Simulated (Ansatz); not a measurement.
Cost against result

Saddle point of GeH6SO2, closed shell (GeH₄S ([SH][GeH3]) + H₂O₂ ([OH][OH]) → GeH₄O₂ ([OH][O][GeH3]) + H₂S; bonds formed: Ge1–O7, S2–H6; bonds broken: Ge1–S2, H6–O7), PBE0-D4/def2-TZVP structure:

```json
{"atom": "Ge1", "x (Å)": "-0.6749", "y (Å)": "-0.9001", "z (Å)": "-0.2212"}
{"atom": "S2", "x (Å)": "2.0321", "y (Å)": "-0.8069", "z (Å)": "-0.1068"}
{"atom": "H3", "x (Å)": "-0.4869", "y (Å)": "-1.0012", "z (Å)": "-1.7376"}
{"atom": "H4", "x (Å)": "-0.5830", "y (Å)": "-2.1888", "z (Å)": "0.5988"}
{"atom": "H5", "x (Å)": "-2.0851", "y (Å)": "-0.2944", "z (Å)": "0.0180"}
{"atom": "H6", "x (Å)": "1.0873", "y (Å)": "0.5936", "z (Å)": "0.3914"}
{"atom": "O7", "x (Å)": "0.0405", "y (Å)": "0.7412", "z (Å)": "0.6994"}
{"atom": "O8", "x (Å)": "-0.5728", "y (Å)": "1.9958", "z (Å)": "0.4273"}
{"atom": "H9", "x (Å)": "2.0995", "y (Å)": "-0.3949", "z (Å)": "-1.3829"}
{"atom": "H10", "x (Å)": "-0.8566", "y (Å)": "2.2557", "z (Å)": "1.3136"}
```

Barriers are electronic and count from the start structure reached by relaxing down the imaginary mode.

Ansatz 0.2.0; basis: as named in each row; cores frozen in the correlated methods. Filled d shells of the heavier atoms are correlated. The def2 sets are not built for correlating such inner shells, so the correlated values are less sure here. B3LYP uses VWN-RPA correlation. Extrapolation: Hartree–Fock as exp(−7.88 √X), correlation as X^−2.97.

Times are rough, for one single point on 8 threads of a shared host (Intel Xeon 6975P-C).

The estimate by CCSD(T) at an estimated basis limit (MP2 extrapolated from triple and quadruple zeta, plus CCSD(T) − MP2 in triple zeta) is 35.61 kcal/mol.

| method | basis | time (s) | barrier (kcal/mol) | method less estimate |
| --- | --- | --- | --- | --- |
| HF | STO-3G | under 1 | 54.23 | 18.63 |
| SPW92 | def2-SVP | under 1 | 17.81 | -17.80 |
| PBE-D4 | STO-3G | under 1 | 13.94 | -21.67 |
| PBE-D4 | def2-SVP | under 1 | 23.54 | -12.07 |
| B3LYP-D4 | 6-31G | under 1 | 19.85 | -15.76 |
| PBE0-D4 | def2-SVP | under 1 | 29.35 | -6.25 |
| SPW92 | def2-TZVPP | under 1 | 21.28 | -14.33 |
| PBE-D4 | def2-TZVPP | under 1 | 26.69 | -8.92 |
| BLYP-D4 | def2-TZVPP | under 1 | 28.11 | -7.49 |
| BHLYP-D4 | def2-TZVPP | under 1 | 37.13 | 1.52 |
| PBE0-D4 | def2-TZVPP | under 1 | 31.71 | -3.90 |
| B3LYP-D4 | def2-TZVPP | 1 | 32.13 | -3.48 |
| r2SCAN-D4 | def2-TZVPP | 1 | 28.97 | -6.64 |
| CAM-B3LYP-D4 | def2-TZVPP | 1 | 33.92 | -1.68 |
| wB97M-V | def2-SVP | 1 | 31.15 | -4.46 |
| r2SCAN0-D4 | def2-TZVPP | 1 | 32.85 | -2.75 |
| RPA on PBE | def2-TZVPP | 2 | 35.03 | -0.57 |
| B2PLYP | def2-TZVPP | 2 | 33.54 | -2.06 |
| CCSD(T) | def2-SVP | 2 | 35.96 | 0.36 |
| B97M-V | def2-TZVPP | 2 | 31.91 | -3.69 |
| PBE-QIDH | def2-TZVPP | 2 | 34.35 | -1.26 |
| wB97X-V | def2-TZVPP | 2 | 34.97 | -0.64 |
| wB97M-V | def2-TZVPP | 2 | 33.87 | -1.73 |
| MP2 | def2-QZVPP | 7 | 34.08 | -1.53 |
| CCSD(T) | def2-TZVPP | 22 | 35.24 | -0.36 |

All methods are single points on the PBE0-D4 structures.

No T1 diagnostic of these runs exceeds 0.014.

Labels in which every atom is bracketed show which atoms are joined, not bond orders.
